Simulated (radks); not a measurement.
Fe II, configuration [Ar] 3d6 4s1. Method: scalar-relativistic Kohn-Sham, BLYP, spin-polarised, spherical densities, finite nucleus; open shells are filled with parallel spins first; Fermi nuclear charge, rms radius 3.7377 fm; computed with a radial shooting solver on a logarithmic mesh with Libxc functionals.

Normalised radial functions P(r) = r R(r), r in bohr:

```
   r/bohr * 3p down, o 3d up (the largest magnitude, 1.16, reaches the edge; | marks zero, & curves that meet)
 0.003308                             &
  0.00379                             &
 0.004342                             &
 0.004974                             &
 0.005653                             &
 0.006477                             &
 0.007421                             &
 0.008502                             &
  0.00974                             &
  0.01107                             o*
  0.01268                             o*
  0.01453                             o*
  0.01665                             o*
  0.01892                             o*
  0.02168                             o *
  0.02483                             o *
  0.02845                             o  *
   0.0326                             o  *
  0.03705                             o   *
  0.04245                             o    *
  0.04863                             o     *
  0.05572                             o      *
  0.06383                             |o      *
  0.07255                             |o       *
  0.08312                             |o         *
  0.09523                             |o          *
   0.1091                             | o          *
    0.125                             |  o          *
   0.1421                             |  o          *
   0.1628                             |    o        *
   0.1865                             |     o     *
   0.2136                             |      o  *
   0.2448                             |      * o
   0.2782                             | *        o
   0.3187                          *  |            o
   0.3651                     *       |              o
   0.4183               *             |                o
   0.4793          *                  |                  o
   0.5447      *                      |                    o
   0.6241   *                         |                     o
    0.715  *                          |                     o
   0.8191   *                         |                    o
   0.9385     *                       |                   o
    1.067         *                   |                  o
    1.222             *               |                o
      1.4                 *           |              o
    1.604                    *        |            o
    1.823                       *     |          o
    2.089                         *   |       o
    2.393                           * |     o
    2.741                            *|    o
    3.141                             *  o
     3.57                             * o
     4.09                             *o
    4.686                             *o
    5.368                             &
     6.15                             &
     6.99                             &
    8.008                             &
    9.175                             &
```

3p down: eigenvalue -65.615 eV, 1 radial node at r = 0.297 bohr, <r> = 0.862 bohr, 90 % of the charge inside 1.33 bohr. 3d up: eigenvalue -17.189 eV, 0 radial nodes, <r> = 1.10 bohr, 90 % of the charge inside 1.91 bohr.
